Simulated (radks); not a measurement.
Q: Co2+, 25 electrons, occupied as [Ar] 3d7. Calculated with a radial shooting solver on a logarithmic mesh with Libxc functionals: Dirac Kohn-Sham, PBE, spin-unpolarised, spherical densities, point nucleus; open shells fill j = l - 1/2 first.

Spin-orbit splittings of the eigenvalues, e(l+1/2) - e(l-1/2), with zeta = 2 splitting/(2l+1) and mean radii in bohr:

| shell | occ. | splitting (eV) | zeta (eV) | <r> j=l-1/2 | <r> j=l+1/2 |
|---|---|---|---|---|---|
| 2p | 6 | 14.83 | 9.885 | 0.2228 | 0.2259 |
| 3p | 6 | 1.847 | 1.231 | 0.8100 | 0.8197 |
| 3d | 7 | ? | ? | 1.019 | 1.024 |

Estimate the 3d splitting.

A: 0.1979 eV (zeta = 0.07916 eV).
